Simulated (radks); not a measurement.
The selenium ion Se+, 33 electrons, occupied as [Ar] 3d10 4p3 4d2 (not the ground configuration).

All-electron calculation, scalar-relativistic Kohn-Sham, PBE, spin-unpolarised, spherical densities, finite nucleus; Fermi nuclear charge, rms radius 4.14 fm. Program: a radial shooting solver on a logarithmic mesh with Libxc functionals.

Energy parts (eV):
total: -66060.184
kinetic: 67409.247
electron-nucleus: -158613.354
Hartree: 27514.245
exchange-correlation: -2370.322

Orbitals (lengths in bohr, moments of r in powers of bohr):
| orbital | occ. | eigenvalue (eV) | <r^4> | <r> |
|---|---|---|---|---|
| 1s | 2 | -12527.23 | 0.00001763 | 0.04408 |
| 2s | 2 | -1628.699 | 0.003546 | 0.1959 |
| 2p | 6 | -1435.197 | 0.002580 | 0.1711 |
| 3s | 2 | -234.9610 | 0.2286 | 0.5737 |
| 3p | 6 | -174.4022 | 0.2810 | 0.5888 |
| 3d | 10 | -74.3610 | 0.5197 | 0.6252 |
| 4s | 0 | -33.8250 | 15.44 | 1.666 |
| 4p | 3 | -21.3220 | 31.20 | 1.956 |
| 4d | 2 | -6.3694 | 298.9 | 3.290 |
| 5p | 0 | -4.7918 | 1664 | 5.441 |

The highest occupied level is 4d at -6.369 eV. The configuration is held as typed, so some empty levels lie below it. The density falls to 0.001 e/bohr^3 at r = 4.68 bohr.
